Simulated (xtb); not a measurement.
A run for xtb: GFN2-xTB on SiS, a point of a bond scan (R = 2.326 Å).

```
$ xtb mol.xyz --gfn 2 --sp --chrg 0 --uhf 0
2

Si    -0.00000000    -0.00000000    -1.03360590
S      0.00000000     0.00000000     1.29200737
```

The log:

```
[...]
           -------------------------------------------------
          |                Calculation Setup                |
           -------------------------------------------------



           -------------------------------------------------
          |                 G F N 2 - x T B                 |
           -------------------------------------------------

        Reference                      10.1021/acs.jctc.8b01176
      * Hamiltonian:
        H0-scaling (s, p, d)           1.850000    2.230000    2.230000
        zeta-weighting                 0.500000
      * Dispersion:
        s8                             2.700000
        a1                             0.520000
        a2                             5.000000
        s9                             5.000000
      * Repulsion:
        kExp                           1.500000    1.000000
        rExp                           1.000000
      * Coulomb:
        alpha                          2.000000
        third order                    shell-resolved
        anisotropic                    true
        a3                             3.000000
        a5                             4.000000
        cn-shift                       1.200000
        cn-exp                         4.000000
        max-rad                        5.000000


          ...................................................
          :                      SETUP                      :
          :.................................................:
          :  # basis functions                  20          :
          :  # atomic orbitals                  18          :
          :  # shells                            6          :
          :  # electrons                        10          :
          :  max. iterations                   250          :
          :  Hamiltonian                  GFN2-xTB          :
          :  restarted?                      false          :
          :  GBSA solvation                  false          :
          :  PC potential                    false          :
          :  electronic temp.          300.0000000     K    :
          :  accuracy                    1.0000000          :
          :  -> integral cutoff          0.2500000E+02      :
          :  -> integral neglect         0.1000000E-07      :
          :  -> SCF convergence          0.1000000E-05 Eh   :
          :  -> wf. convergence          0.1000000E-03 e    :
          :  Broyden damping             0.4000000          :
          :  net charge                          0          :
          :  unpaired electrons                  0          :
          ...................................................

 iter      E             dE          RMSdq      gap      omega  full diag
   1     -4.7577932 -0.475779E+01  0.195E+01    2.67       0.0  T
   2     -3.8426213  0.915172E+00  0.324E+01    1.33       1.0  T
   3     -4.6023713 -0.759750E+00  0.152E+01    3.41       1.0  T
   4     -4.7054735 -0.103102E+00  0.133E+01    2.88       1.0  T
   5     -4.8247132 -0.119240E+00  0.115E+01    2.38       1.0  T
   6     -4.8140950  0.106182E-01  0.106E+01    2.46       1.0  T
   7     -4.9303478 -0.116253E+00  0.740E+00    1.57       1.0  T
   8     -4.9249178  0.542998E-02  0.732E+00    1.68       1.0  T
   9     -4.9214594  0.345838E-02  0.580E+00    1.75       1.0  T
  10     -4.9255351 -0.407567E-02  0.426E+00    1.72       1.0  T
  11     -4.9302507 -0.471561E-02  0.159E+00    1.66       1.0  T
  12     -4.9311312 -0.880505E-03  0.494E-01    1.64       1.0  T
  13     -4.9312075 -0.762784E-04  0.177E-01    1.63       1.0  T
  14     -4.9312184 -0.108687E-04  0.430E-02    1.62       1.6  T
  15     -4.9312183  0.795257E-07  0.160E-02    1.62       4.4  T
  16     -4.9312183 -0.361741E-07  0.623E-03    1.62      11.4  T
  17     -4.9312184 -0.622719E-07  0.100E-03    1.62      70.7  T
  18     -4.9312184 -0.857519E-10  0.376E-04    1.62     188.0  T

   *** convergence criteria satisfied after 18 iterations ***

         #    Occupation            Energy/Eh            Energy/eV
      -------------------------------------------------------------
         1        2.0000           -0.6774216             -18.4336
         2        2.0000           -0.5904692             -16.0675
         3        2.0000           -0.3695386             -10.0557
         4        2.0000           -0.3483487              -9.4791
         5        2.0000           -0.3483487              -9.4791 (HOMO)
         6                         -0.2886727              -7.8552 (LUMO)
         7                         -0.2886727              -7.8552
         8                         -0.2157767              -5.8716
         9                         -0.0646953              -1.7604
        10                         -0.0646953              -1.7604
       ...                                ...                  ...
        18                          0.3144778               8.5574
      -------------------------------------------------------------
                  HL-Gap            0.0596760 Eh            1.6239 eV
             Fermi-level           -0.3185107 Eh           -8.6671 eV

 SCC (total)                   0 d,  0 h,  0 min,  0.004 sec
 SCC setup                      ...        0 min,  0.000 sec (  2.649%)
 Dispersion                     ...        0 min,  0.000 sec (  0.994%)
 classical contributions        ...        0 min,  0.000 sec (  0.529%)
 integral evaluation            ...        0 min,  0.001 sec ( 14.411%)
 iterations                     ...        0 min,  0.003 sec ( 63.670%)
 molecular gradient             ...        0 min,  0.001 sec ( 15.125%)
 printout                       ...        0 min,  0.000 sec (  2.285%)

         :::::::::::::::::::::::::::::::::::::::::::::::::::::
         ::                     SUMMARY                     ::
         :::::::::::::::::::::::::::::::::::::::::::::::::::::
         :: total energy              -4.929079351205 Eh    ::
         :: gradient norm              0.107057627946 Eh/a0 ::
         :: HOMO-LUMO gap              1.623865874230 eV    ::
         ::.................................................::
         :: SCC energy                -4.931218376751 Eh    ::
         :: -> isotropic ES            0.012989108454 Eh    ::
         :: -> anisotropic ES          0.005095231364 Eh    ::
         :: -> anisotropic XC         -0.009448497991 Eh    ::
         :: -> dispersion             -0.001010345947 Eh    ::
         :: repulsion energy           0.002139025546 Eh    ::
         :: add. restraining           0.000000000000 Eh    ::
         :: total charge               0.000000000000 e     ::
         :::::::::::::::::::::::::::::::::::::::::::::::::::::

           -------------------------------------------------
          |                Property Printout                |
           -------------------------------------------------

    * Orbital Energies and Occupations

         #    Occupation            Energy/Eh            Energy/eV
      -------------------------------------------------------------
         1        2.0000           -0.6774216             -18.4336
         2        2.0000           -0.5904692             -16.0675
         3        2.0000           -0.3695386             -10.0557
         4        2.0000           -0.3483487              -9.4791
         5        2.0000           -0.3483487              -9.4791 (HOMO)
         6                         -0.2886727              -7.8552 (LUMO)
         7                         -0.2886727              -7.8552
         8                         -0.2157767              -5.8716
         9                         -0.0646953              -1.7604
        10                         -0.0646953              -1.7604
Note: The following floating-point exceptions are signalling: IEEE_DENORMAL
normal termination of xtb
        11                         -0.0559176              -1.5216
        12                         -0.0559176              -1.5216
        13                          0.0260402               0.7086
        14                          0.0495993               1.3497
        15                          0.0495993               1.3497
        16                          0.0784131               2.1337
       ...                                ...                  ...
        18                          0.3144778               8.5574
      -------------------------------------------------------------
                  HL-Gap            0.0596760 Eh            1.6239 eV
             Fermi-level           -0.3185107 Eh           -8.6671 eV

     #   Z          covCN         q      C6AA      α(0)
     1  14 Si       0.838     0.443   221.080    32.312
     2  16 S        0.838    -0.443   158.593    21.301

 Mol. C6AA /au·bohr⁶  :        743.515935
 Mol. C8AA /au·bohr⁸  :      45120.855127
 Mol. α(0) /au        :         53.612958


Wiberg/Mayer (AO) data.
largest (>0.10) Wiberg bond orders for each atom

 ---------------------------------------------------------------------------
     #   Z sym  total        # sym  WBO       # sym  WBO       # sym  WBO
 ---------------------------------------------------------------------------
     1  14 Si   2.166 --     2 S    2.166
     2  16 S    2.166 --     1 Si   2.166
 ---------------------------------------------------------------------------

Topologies differ in total number of bonds
Writing topology from bond orders to xtbtopo.mol

molecular dipole:
                 x           y           z       tot (Debye)
 q only:        0.000       0.000      -1.946
   full:       -0.000      -0.000      -2.104       5.347
molecular quadrupole (traceless):
                xx          xy          yy          xz          yz          zz
 q only:        0.475       0.000       0.475       0.000       0.000      -0.950
  q+dip:        0.060       0.000       0.060      -0.000      -0.000      -0.120
   full:        1.509       0.000       1.509      -0.000      -0.000      -3.017


           -------------------------------------------------
          | TOTAL ENERGY               -4.929079351205 Eh   |
          | GRADIENT NORM               0.107057627946 Eh/α |
          | HOMO-LUMO GAP               1.623865874230 eV   |
           -------------------------------------------------

------------------------------------------------------------------------
------------------------------------------------------------------------
 total:
 SCF:
```

The run finished.

Cost: around 0.05 core-seconds (rough).
